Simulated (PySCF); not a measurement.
C₂H₇AlSe, SMILES [CH3][Al]([CH3])[SeH]. Atoms are numbered in the order given.

```xyz
11

Al    -0.7745     0.5572    -0.1988
C     -2.5430    -0.2868    -0.1089
H     -2.5048    -1.3549     0.1605
H     -3.0667    -0.2042    -1.0787
H     -3.1823     0.2234     0.6346
C     -0.4521     2.4398    -0.6589
H      0.1861     2.5294    -1.5562
H      0.0767     2.9669     0.1554
H     -1.3880     2.9884    -0.8591
Se     1.0554    -0.8113     0.2841
H      2.0322     0.2726     0.0762
```
Charge 0, spin multiplicity 1.

Geometry optimised at TPSSh-D3(BJ)/def2-SVP. The structure was generated by enumeration; whether it is a known compound was not checked. The values are those of a single conformer.

Two levels are set side by side: PBE/pcSseg-1 (PySCF) and PBE0/pcSseg-1 (PySCF). GIAO shifts against Me2Se (⁷⁷Se), TMS (¹H), TMS (¹³C) at the same level; non-relativistic, no solvent, atoms listed together averaged. Differences are taken from unrounded values.

```tsv
quantity	PBE0
δ(¹³C) of C2, C6 (ppm)	-3.9
δ(⁷⁷Se) of Se10 (ppm)	-306.8
δ(¹H) of H11 (ppm)	1.30
```

Q: What does PBE give, and how far is it from PBE0? (An estimate is asked for; the answer gives what the named calculation found.)

A: 
```
quantity                   PBE  PBE minus PBE0
----------------------  ------  --------------
δ(¹³C) of C2, C6 (ppm)    -3.5             0.4
δ(⁷⁷Se) of Se10 (ppm)   -325.3           -18.5
δ(¹H) of H11 (ppm)        1.29           -0.01
```

Rough cost on one machine, each run with all the roots and properties that it gave: PBE0 against PBE within a factor of 2.
